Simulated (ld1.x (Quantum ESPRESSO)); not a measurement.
Which change was made? (B, TM)

boron, norm-conserving Troullier–Martins (Kleinman–Bylander form), made with ld1.x (Quantum ESPRESSO) 7.5 (LDA (PZ), non-relativistic). Core [He], reference 2s1.5 2p0 (charge +1.5). Waves: 2s (bound): rc 1.05 bohr; 2p (bound, empty): rc 2.00 bohr; 3d channel at 0.05 Ry: rc 2.05 bohr. Local part: all-electron potential smoothed inside 1.35 bohr (lloc = -1). Core correction: Bessel-smoothed model core inside 0.90 bohr.

Cutoffs, loose and tight: the cutoffs (Ry, on a coarse ladder) from which the occupation-weighted sum of valence levels, in a spherical-Bessel basis at the reference potential, stays within 10 and 1 mRy of its value at 400 Ry. They do not see the model core or the augmentation charge, which bear on the density cutoff. Test errors are all-electron minus pseudo excitation energies from the reference, over the configurations 2s2 2p1; 2s2 2p0; 2s1 2p0; 2s1 2p1; 2s2 2p1.3; 2s1 2p2; 2s0 2p3 (two spin-polarised tests are not counted in the largest error); variants that change the core or the reference have their own tests.

The base gives: outcome: generated; cutoff, loose: 40 Ry; cutoff, tight: 80 Ry; bound ghosts: none; largest test error (meV): +81.

**Question.** After one change the result is: outcome: generated, overlap not positive; bound ghosts: p (d not tested, overlap not positive); largest test error (meV): test run stopped at test 1 of 9 (negative rho). Which change was it?
A. core correction Bessel-smoothed model core inside 1.20 bohr
B. type ultrasoft; waves now 2s (bound): rcut 0.90, rcutus 1.05 bohr; 2s channel at 2.45 Ry: rcut 0.90, rcutus 1.05 bohr; 2p (bound): rcut 1.75, rcutus 2.00 bohr; 2p channel at 3.35 Ry: rcut 1.75, rcutus 2.00 bohr; 3d channel at 0.05 Ry: rcut 1.80, rcutus 2.05 bohr; 3d channel at 2 Ry: rcut 1.80, rcutus 2.05 bohr; local potential all-electron potential smoothed inside 0.85 bohr (lloc = -1); augmentation built from norm-conserving waves at rcut, not smoothed further
C. wave 2p (bound): rc 2.00 bohr becomes 2p (bound): rc 2.58 bohr

**Answer.** B. The others give: core correction Bessel-smoothed model core inside 1.20 bohr → outcome: generated; cutoff, loose: 40 Ry; cutoff, tight: 80 Ry; bound ghosts: none; largest test error (meV): +105 | wave 2p (bound): rc 2.00 bohr becomes 2p (bound): rc 2.58 bohr → outcome: generated; cutoff, loose: 40 Ry; cutoff, tight: 80 Ry; bound ghosts: none; largest test error (meV): +219. A file whose overlap is not positive is unfit for use, and its test errors describe a broken file.
